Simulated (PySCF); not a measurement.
# One molecule, several mistakes: AlBH4NSi cation

Calculated results; nothing here was measured. They come from PySCF 2.14.0, an open-source quantum chemistry program, on an isolated molecule that a program drew, which may never have been made. The molecule is AlBH4NSi cation (charge +1, singlet), drawn as the SMILES string `[AlH2][N]=B[SiH2+]`.

Each row is a Hartree-Fock (HF) and frozen-core CCSD(T) single point in the cc-pV(D+d)Z basis, meant for a local HF minimum. Run 1 is clean. Each other run has one planted mistake out of seven kinds, and not every kind appears here: one electron removed, one electron added, multiplicity raised by two, geometry at a saddle point, minimal basis STO-3G, one bond length entered in bohr, all coordinates scaled. The reference is restricted for singlets and unrestricted otherwise, and also for a bond in bohr. Adding or removing an electron swaps singlet and doublet. Electrons count all cores. HOMO and LUMO are orbital energies over both spins, the gradient is its largest component, and the lowest frequency (negative if imaginary) is given only where the gradient is small. Bond lengths are over the 7 bonds as drawn. T1 is the CCSD diagnostic: over 0.02 (restricted) or 0.045 (unrestricted) a single reference is doubtful.

Geometry of the clean run:
```xyz
8
AlBH4NSi cation, angstrom
Al   -0.6299   -0.6136    0.1847
N     0.6815    0.1187    1.2565
B     1.5572    0.6075    1.9721
Si    2.9490    1.3837    3.1095
H    -0.3718   -2.0904   -0.2475
H    -1.8171    0.3443   -0.1425
H     2.8851    1.2819    4.5668
H     4.0945    2.0887    2.5359
```

| run | electrons | basis functions | <S^2> | HOMO (eV) | LUMO (eV) | gradient (hartree/bohr) | lowest frequency (cm^-1) | mean bond (Å) | longest bond (Å) | T1 | HF (hartree) | CCSD(T) (hartree) | mistake |
|---|---|---|---|---|---|---|---|---|---|---|---|---|---|
| 1 | 42 | 94 | 0.000 | -14.78 | -6.42 | 2.5e-05 | 92 | 1.5828 | 1.958 | 0.0226 | -612.05631 | -612.49415 | no fault |
| 2 | 42 | 94 | 2.021 | -13.26 | -6.72 | 1.1e-01 | - | 1.5828 | 1.958 | 0.0337 | -612.00896 | -612.40021 | multiplicity raised by two |
| 3 | 42 | 32 | 0.000 | -12.80 | -2.78 | 4.0e-02 | - | 1.5828 | 1.958 | 0.0202 | -604.90952 | -605.14932 | minimal basis STO-3G |
| 4 | 41 | 94 | 0.839 | -20.73 | -12.62 | 5.9e-02 | - | 1.5828 | 1.958 | 0.0319 | -611.55293 | -611.96265 | one electron removed |
| 5 | 42 | 94 | 0.000 | -14.76 | -6.49 | 4.1e-05 | -103 | 1.5838 | 1.963 | 0.0218 | -612.05506 | -612.49208 | geometry at a saddle point |
| 6 | 42 | 94 | 0.000 | -14.86 | -6.42 | 1.5e-02 | - | 1.5623 | 1.932 | 0.0219 | -612.05485 | -612.49022 | ? |

**Which mistake was planted in run 6, and what did it cost?**

The mean and the longest bond both change by the same factor, 0.987, and the gradient is no longer small. So the mistake is: all coordinates scaled. Subtracting run 1 and multiplying by 627.51 kcal/mol a hartree, the energy moved by 0.9 kcal/mol in HF and 2.5 kcal/mol in CCSD(T).

Cautions from the logs. Run 1: T1 is over the limit, so its CCSD(T) energy is less reliable; run 3: T1 is over the limit, so its CCSD(T) energy is less reliable; run 5: T1 is over the limit, so its CCSD(T) energy is less reliable; run 6: T1 is over the limit, so its CCSD(T) energy is less reliable.
